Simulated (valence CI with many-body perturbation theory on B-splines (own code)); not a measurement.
# Er LV: electric-dipole lines

Computed by configuration interaction combined with many-body perturbation theory (CI+MBPT): four valence electrons over a frozen Dirac-Fock core [Ne], a basis of 11 s, 11 p, 10 d, 8 f, 5 g, 2 h functions for each j, with the one-electron correlation potential Σ1 (screened to all orders), the two-electron term Σ2, the three-electron term Σ3, Breit, model QED; selected single and double excitations, second order for the rest, scaled by the run's own slope (own B-spline code, finite nucleus).

No measured spectrum was set against this ion. As an estimate, large intervals hold to a few tenths of a per cent, small ones and those within an open d or f shell to about a per cent. Among the levels kept, up to 570 cm⁻¹ of a level comes from second order outside the variational space, and about a tenth of that is noise between levels of different J, which matters for small intervals.

Lines 1 to 50 of 562 in falling wavelength, among levels below 1309.3 eV, chosen from the strongest by gf and those to the six lowest levels. Wavelengths and rates use the calculated energies. Electric multipoles are in the length gauge, E1 and E2 with the static RPA response of the core. Weak lines are less certain than strong ones. Lines between different terms over intervals too small for the method are left out, as are lines whose strength nearly cancels. Where a level lies close to another of its J and parity, the split of strength between their lines is uncertain. The highest levels of a list are the least certain.

Levels are named by their leading jj configuration (3d3/2^4 stands for four electrons in 3d with j = 3/2), which in mixed levels can hold well under half, so a name can repeat and another be missing. Letters in brackets count levels of one name in rising energy.

| λ vac (Å) | Upper | Lower | A (s⁻¹) | log gf | Branch % |
| --- | --- | --- | --- | --- | --- |
| 171.8 | (3s^2 3p3/2^2) J=2 | (3s 3p1/2^2 3p3/2) J=1 | 3.28e+07 | -3.14 | 16.6 |
| 126.8 | (3s^2 3p3/2^2) J=2 | (3s 3p1/2^2 3p3/2) J=2 | 3.37e+07 | -3.39 | 17.1 |
| 110.1 | (3s 3p1/2 3d3/2 3d5/2) J=4 [a] | (3s^2 3d3/2 3d5/2) J=3 | 4.79e+09 | -1.11 | 2.4 |
| 103.2 | (3s 3p1/2 3p3/2 3d3/2) J=4 | (3s^2 3p3/2 3d3/2) J=3 | 7.11e+09 | -0.99 | 39.3 |
| 102.1 | (3p1/2 3p3/2^2 3d3/2) J=4 | (3s 3p3/2^2 3d3/2) J=3 [b] | 6.38e+09 | -1.05 | 0.4 |
| 101.9 | (3s 3p1/2 3d3/2 3d5/2) J=5 | (3s^2 3d3/2 3d5/2) J=4 | 1.15e+10 | -0.71 | 5.2 |
| 95.38 | (3p1/2 3p3/2^2 3d5/2) J=5 | (3s 3p3/2^2 3d5/2) J=4 [b] | 1.05e+10 | -0.80 | 1.4 |
| 90.60 | (3s 3p1/2 3d3/2 3d5/2) J=3 [d] | (3s^2 3d3/2 3d5/2) J=2 | 9.80e+09 | -1.07 | 0.6 |
| 89.49 | (3s 3p1/2^2 3p3/2) J=2 | (3s^2 3p1/2 3p3/2) J=2 | 9.01e+09 | -1.27 | 44.3 |
| 89.30 | (3s 3p1/2 3d5/2^2) J=5 | (3s^2 3d5/2^2) J=4 | 2.18e+10 | -0.54 | 7.3 |
| 89.12 | (3p1/2^2 3d3/2^2) J=2 | (3s 3p1/2 3d3/2^2) J=1 [a] | 1.28e+10 | -1.12 | 6.0 |
| 88.57 | (3s 3p1/2 3p3/2 3d5/2) J=5 | (3s^2 3p3/2 3d5/2) J=4 | 1.66e+10 | -0.67 | 100.0 |
| 87.86 | (3p1/2^2 3d3/2 3d5/2) J=4 | (3s 3p1/2 3d3/2 3d5/2) J=3 [e] | 2.16e+10 | -0.65 | 6.9 |
| 87.86 | (3s 3p1/2 3d5/2^2) J=3 [a] | (3s^2 3d5/2^2) J=2 | 1.91e+10 | -0.81 | 4.6 |
| 87.22 | (3s 3p1/2 3p3/2^2) J=3 | (3s^2 3p3/2^2) J=2 | 1.07e+10 | -1.07 | 5.2 |
| 86.88 | (3s 3p1/2 3d3/2 3d5/2) J=4 [c] | (3s^2 3d3/2 3d5/2) J=4 | 1.06e+10 | -0.97 | 0.7 |
| 86.73 | (3s 3p1/2 3p3/2 3d5/2) J=4 [c] | (3s^2 3p3/2 3d5/2) J=3 | 9.38e+09 | -1.02 | 1.3 |
| 85.21 | (3s 3p1/2^2 3d5/2) J=3 | (3s^2 3p1/2 3d5/2) J=3 | 1.28e+10 | -1.01 | 7.7 |
| 84.91 | (3p1/2^2 3p3/2 3d5/2) J=4 | (3s 3p1/2 3p3/2 3d5/2) J=3 [c] | 1.54e+10 | -0.82 | 3.0 |
| 84.72 | (3s 3p1/2^2 3d5/2) J=3 | (3s^2 3p1/2 3d5/2) J=2 | 2.07e+10 | -0.81 | 12.4 |
| 84.32 | (3s 3p1/2^2 3p3/2) J=2 | (3s^2 3p1/2 3p3/2) J=1 | 1.13e+10 | -1.22 | 55.7 |
| 84.25 | (3p1/2 3p3/2^2 3d5/2) J=3 [b] | (3s 3p3/2^2 3d5/2) J=2 [b] | 1.18e+10 | -1.06 | 0.8 |
| 84.18 | (3s 3p1/2 3p3/2 3d3/2) J=3 [c] | (3s^2 3p3/2 3d3/2) J=3 | 1.26e+10 | -1.03 | 1.1 |
| 82.73 | (3p1/2 3p3/2^2 3d5/2) J=4 [b] | (3s 3p3/2^2 3d5/2) J=3 [a] | 1.31e+10 | -0.92 | 0.9 |
| 82.69 | (3s 3p1/2 3p3/2 3d5/2) J=3 [b] | (3s^2 3p3/2 3d5/2) J=2 | 1.09e+10 | -1.11 | 2.4 |
| 82.54 | (3s 3p1/2 3d5/2^2) J=2 [b] | (3s^2 3d5/2^2) J=2 | 2.05e+10 | -0.98 | 3.4 |
| 82.33 | (3s 3p1/2^2 3d3/2) J=1 | (3s^2 3p1/2 3d3/2) J=2 | 2.58e+10 | -1.10 | 59.7 |
| 81.89 | (3p1/2^2 3p3/2 3d3/2) J=3 | (3s 3p1/2 3p3/2 3d3/2) J=3 [c] | 1.75e+10 | -0.91 | 2.7 |
| 81.36 | (3s 3p1/2 3d5/2^2) J=4 [b] | (3s^2 3d5/2^2) J=4 | 1.78e+10 | -0.80 | 4.3 |
| 81.12 | (3s 3p1/2 3d3/2 3d5/2) J=3 [b] | (3s 3p1/2 3p3/2 3d5/2) J=2 [c] | 1.14e+10 | -1.11 | 1.9 |
| 80.96 | (3p1/2^2 3d3/2 3d5/2) J=4 | (3s 3p1/2 3d3/2 3d5/2) J=4 [c] | 1.89e+10 | -0.78 | 6.0 |
| 80.89 | (3p1/2^2 3d3/2 3d5/2) J=2 | (3s 3p1/2 3d3/2 3d5/2) J=3 [d] | 2.39e+10 | -0.93 | 8.4 |
| 80.60 | (3p1/2 3p3/2^2 3d5/2) J=2 [a] | (3s 3p3/2^2 3d5/2) J=3 [b] | 1.68e+10 | -1.09 | 1.3 |
| 80.13 | (3s 3p1/2 3d3/2 3d5/2) J=3 [e] | (3s^2 3d3/2 3d5/2) J=4 | 1.90e+10 | -0.89 | 1.3 |
| 80.12 | (3p1/2 3p3/2^2 3d3/2) J=4 | (3s 3p3/2^2 3d3/2) J=4 | 1.42e+10 | -0.91 | 1.0 |
| 79.69 | (3p1/2^2 3d3/2^2) J=0 | (3s 3p1/2 3d3/2^2) J=1 [b] | 9.15e+10 | -1.06 | 53.3 |
| 79.30 | (3s 3p1/2 3d5/2^2) J=3 [b] | (3s^2 3d5/2^2) J=4 | 2.14e+10 | -0.85 | 3.2 |
| 79.05 | (3p1/2^2 3p3/2 3d5/2) J=4 | (3s 3p1/2 3p3/2 3d5/2) J=4 [b] | 9.28e+09 | -1.11 | 1.8 |
| 78.99 | (3s 3p1/2^2 3d3/2) J=2 | (3s^2 3p1/2 3d3/2) J=2 | 1.96e+10 | -1.04 | 46.5 |
| 78.70 | (3p1/2^2 3d3/2 3d5/2) J=2 | (3s 3p1/2 3d3/2 3d5/2) J=1 [b] | 1.66e+10 | -1.11 | 5.8 |
| 78.60 | (3s 3p1/2 3p3/2 3d5/2) J=3 [d] | (3s^2 3p3/2 3d5/2) J=3 | 1.73e+10 | -0.95 | 1.6 |
| 78.45 | (3s 3p1/2^2 3d5/2) J=2 | (3s^2 3p1/2 3d5/2) J=3 | 2.87e+10 | -0.88 | 15.4 |
| 78.17 | (3p1/2^2 3d3/2 3d5/2) J=3 | (3s 3p1/2 3d3/2 3d5/2) J=3 [c] | 3.44e+10 | -0.66 | 12.9 |
| 78.13 | (3p1/2 3p3/2^2 3d3/2) J=3 [a] | (3s 3p3/2^2 3d3/2) J=3 [a] | 1.70e+10 | -0.96 | 1.0 |
| 77.50 | (3p1/2^2 3p3/2 3d5/2) J=2 | (3s 3p1/2 3p3/2 3d5/2) J=2 [b] | 2.76e+10 | -0.91 | 3.4 |
| 76.18 | (3p1/2 3p3/2^3) J=2 | (3s 3p3/2^3) J=2 | 1.73e+10 | -1.12 | 1.1 |
| 75.65 | (3p1/2^2 3d3/2 3d5/2) J=2 | (3s 3p1/2 3d3/2 3d5/2) J=2 [b] | 2.95e+10 | -0.90 | 10.4 |
| 75.54 | (3s 3p1/2^2 3p3/2) J=1 | (3s^2 3p1/2 3p3/2) J=2 | 3.39e+10 | -1.06 | 7.7 |
| 75.41 | (3p1/2^2 3p3/2 3d5/2) J=2 | (3s 3p1/2 3p3/2 3d5/2) J=3 [b] | 2.23e+10 | -1.02 | 2.8 |
| 74.83 | (3p1/2^2 3p3/2 3d5/2) J=1 | (3s 3p1/2 3p3/2 3d5/2) J=1 [c] | 3.03e+10 | -1.12 | 4.8 |
